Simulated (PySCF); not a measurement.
PySCF input (M06-2X/6-31G* with LANL2DZ past Ar (5d)):

```python
from pyscf import gto, dft

mol = gto.M(
    atom='''
    C    -1.94985600   -0.12542300    0.30106400
    N    -0.75538600    0.59690800   -0.03974400
    C    -0.56333500    1.70354600    0.85705100
    Ge    0.80361100   -0.58274700   -0.36928100
    H    -2.84760100    0.51560400    0.22516100
    H    -1.95038300   -0.53277700    1.33774500
    H    -2.08435400   -0.97332900   -0.37640300
    H    -0.42618000    1.39392100    1.91613000
    H    -1.42910300    2.39478300    0.83855700
    H     0.32643400    2.26680800    0.57212000
    H     1.23653400   -0.72562100    1.21300600
    H     1.82596200    0.66143800   -0.57982000
    ''',
    basis={'default': '6-31g*', 'Ge': 'lanl2dz'},
    ecp={'Ge': 'lanl2dz'},
    charge=-1,
    spin=0,
    verbose=4,
)

mf = dft.RKS(mol, xc='m062x')
mf.grids.level = 4
mf.conv_tol = 1e-9
mf.max_cycle = 100
mf.max_memory = 1500
mf.kernel()
if not mf.converged:
    mf = mf.newton()
    mf.kernel(mf.make_rdm1())
mf.dip_moment()
```

Output:

```
PySCF version 2.14.0

[INPUT] verbose = 4
[INPUT] num. atoms = 12
[INPUT] num. electrons = 32
[INPUT] charge = -1
[INPUT] spin (= nelec alpha-beta = 2S) = 0
[INPUT] symmetry False subgroup None
[INPUT] Mole.unit = angstrom
[INPUT] Symbol           X                Y                Z      unit          X                Y                Z       unit  Magmom
[INPUT]  1 C     -1.949856000000  -0.125423000000   0.301064000000 AA   -3.684693822340  -0.237015119721   0.568928505966 Bohr   0.0
[INPUT]  2 N     -0.755386000000   0.596908000000  -0.039744000000 AA   -1.427472658331   1.127992641562  -0.075105275095 Bohr   0.0
[INPUT]  3 C     -0.563335000000   1.703546000000   0.857051000000 AA   -1.064548866382   3.219235380598   1.619591664785 Bohr   0.0
[INPUT]  4 Ge     0.803611000000  -0.582747000000  -0.369281000000 AA    1.518604700688  -1.101232229912  -0.697839953006 Bohr   0.0
[INPUT]  5 H     -2.847601000000   0.515604000000   0.225161000000 AA   -5.381186002038   0.974350348730   0.425492623933 Bohr   0.0
[INPUT]  6 H     -1.950383000000  -0.532777000000   1.337745000000 AA   -3.685689708008  -1.006802615467   2.527971674506 Bohr   0.0
[INPUT]  7 H     -2.084354000000  -0.973329000000  -0.376403000000 AA   -3.938858206642  -1.839325239097  -0.711298582465 Bohr   0.0
[INPUT]  8 H     -0.426180000000   1.393921000000   1.916130000000 AA   -0.805363479767   2.634128929280   3.620960919063 Bohr   0.0
[INPUT]  9 H     -1.429103000000   2.394783000000   0.838557000000 AA   -2.700613273794   4.525483997764   1.584643069837 Bohr   0.0
[INPUT] 10 H      0.326434000000   2.266808000000   0.572120000000 AA    0.616870857746   4.283646296973   1.081150110386 Bohr   0.0
[INPUT] 11 H      1.236534000000  -0.725621000000   1.213006000000 AA    2.336710603713  -1.371224960233   2.292249127454 Bohr   0.0
[INPUT] 12 H      1.825962000000   0.661438000000  -0.579820000000 AA    3.450568093863   1.249936668380  -1.095701001545 Bohr   0.0

nuclear repulsion = 107.99706476954
number of shells = 38
number of NR pGTOs = 125
number of NR cGTOs = 66
basis = {'default': '6-31g*', 'Ge': 'lanl2dz'}
ecp = {'Ge': 'lanl2dz'}

******** <class 'pyscf.dft.rks.RKS'> ********
method = RKS
initial guess = minao
damping factor = 0
level_shift factor = 0
DIIS = <class 'pyscf.scf.diis.CDIIS'>
diis_start_cycle = 1
diis_space = 8
diis_damp = 0
SCF conv_tol = 1e-09
SCF conv_tol_grad = None
SCF max_cycles = 100
direct_scf = True
direct_scf_tol = 1e-13
XC library pyscf.dft.libxc version 7.1.2
    S. Lehtola, C. Steigemann, M. J. T. Oliveira, and M. A. L. Marques,  SoftwareX 7, 1–5 (2018)
XC functionals = m062x
    Y. Zhao and D. G. Truhlar,  Theor. Chem. Acc. 120, 215 (2008)
    Y. Zhao and D. G. Truhlar,  Theor. Chem. Acc. 120, 215 (2008)
radial grids:
    Treutler-Ahlrichs [JCP 102, 346 (1995); DOI:10.1063/1.469408] (M4) radial grids

becke partition: Becke, JCP 88, 2547 (1988); DOI:10.1063/1.454033
pruning grids: <function nwchem_prune>
grids dens level: 4
symmetrized grids: False
atomic radii adjust function: <function treutler_atomic_radii_adjust>
small_rho_cutoff = 0
Set gradient conv threshold to 3.16228e-05
Initial guess from minao.
tot grids = 240944
init E= -127.373335998269
  HOMO = -0.0738594094249692  LUMO = 0.0654202407149711  gap/eV = 3.78999
cycle= 1 E= -139.344327880775  delta_E=  -12  |g|= 0.509  |ddm|= 3.84
  HOMO = 0.0130715881212158  LUMO = 0.228647345291678  gap/eV = 5.86612
cycle= 2 E= -139.361075671838  delta_E= -0.0167  |g|= 0.515  |ddm|= 1.27
  HOMO = -0.0426917973081711  LUMO = 0.233965945452256  gap/eV = 7.52824
cycle= 3 E= -139.425896667666  delta_E= -0.0648  |g|= 0.095  |ddm|= 0.607
  HOMO = -0.0267192945746295  LUMO = 0.246259874713541  gap/eV = 7.42814
cycle= 4 E= -139.42799950844  delta_E= -0.0021  |g|= 0.0251  |ddm|= 0.132
  HOMO = -0.0306395921180034  LUMO = 0.244217471583031  gap/eV = 7.47924
cycle= 5 E= -139.428165273561  delta_E= -0.000166  |g|= 0.00624  |ddm|= 0.0338
  HOMO = -0.031460709917404  LUMO = 0.243717344854721  gap/eV = 7.48798
cycle= 6 E= -139.428175309274  delta_E= -1e-05  |g|= 0.00104  |ddm|= 0.00743
  HOMO = -0.0312859524752884  LUMO = 0.243856908663975  gap/eV = 7.48702
cycle= 7 E= -139.428175729877  delta_E= -4.21e-07  |g|= 0.00022  |ddm|= 0.00237
  HOMO = -0.0312821645082035  LUMO = 0.243857792611248  gap/eV = 7.48694
cycle= 8 E= -139.428175751681  delta_E= -2.18e-08  |g|= 4.31e-05  |ddm|= 0.000695
  HOMO = -0.0312822773378212  LUMO = 0.243857939166185  gap/eV = 7.48695
cycle= 9 E= -139.42817575268  delta_E= -1e-09  |g|= 2.39e-05  |ddm|= 0.000161
  HOMO = -0.0312815950874352  LUMO = 0.243859084302477  gap/eV = 7.48696
Extra cycle  E= -139.42817575276  delta_E= -8.03e-11  |g|= 2.21e-05  |ddm|= 5.4e-05
converged SCF energy = -139.42817575276

WARN: System has nonzero charge -1; the dipole moment is origin-dependent.
Location of origin: [0. 0. 0.]

Dipole moment(X, Y, Z, Debye): -2.18773,  0.99035,  0.87246
```

The dipole moment of an ion depends on the origin.

The geometry given is a B3LYP-D3(BJ)/def2-TZVP minimum.
